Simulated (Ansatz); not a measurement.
Gas-phase electronic energies from Ansatz, PBE0-D4/def2-TZVP geometries. CCSD(T)/CBS adds triple-zeta CCSD(T) − MP2 to the extrapolated MP2 energy (def2 sets, frozen cores). This one scheme is used for every species. Functionals use def2-TZVPP. Each species was taken in one conformer, which may not be the lowest.

Consider the cleavage of the Si–Si bond: `C[Si](C)([SiH3])Cl` + PH₃ → `C[Si](C)(P)Cl` + SiH₄.

(1) Is it downhill or uphill in electronic energy at CCSD(T)/CBS, and by how much? (An estimate is asked.)

(2) What do these levels give: PBE0-D4, ωB97X-V, HF/def2-TZVPP, CCSD(T)/def2-TZVPP, MP2/def2-QZVPP, CCSD/CBS(def2)? (Best estimate.)

Largest T1 diagnostic among the species: 0.013.

## Answers

(1) Computed: Downhill: ΔE = -6.4 kcal/mol.

(2) The calculation gave: PBE0-D4 -5.4, ωB97X-V -5.9, HF/def2-TZVPP -6.2, CCSD(T)/def2-TZVPP -6.0, MP2/def2-QZVPP -7.9, CCSD/CBS(def2) -6.2 kcal/mol.
